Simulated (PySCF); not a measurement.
A structure optimised at PBE0-D3(BJ)/def2-SVP, used in a PySCF frequency run:

```xyz
13

Si     0.5692     1.2571     0.0000
C     -1.2836     1.5312     0.0000
N      0.8721    -0.4617     0.0000
Si    -0.2690    -1.7748     0.0000
H      1.1849     1.9088     1.2016
H      1.1849     1.9088    -1.2016
H     -1.7537     1.0905    -0.8929
H     -1.7537     1.0905     0.8929
H     -1.5058     2.6095     0.0000
H      1.8465    -0.7488     0.0000
H     -1.1623    -1.7607    -1.2016
H     -1.1623    -1.7607     1.2016
H      0.5153    -3.0462     0.0000
```

### Question
Write its SMILES, formula and point group.

### Answer
C[SiH2]N[SiH3], CH9NSi2, Cs

### Question
What are its rotational constants (standard atomic weights)?

### Answer
7.5838, 2.4747, 1.9742 GHz
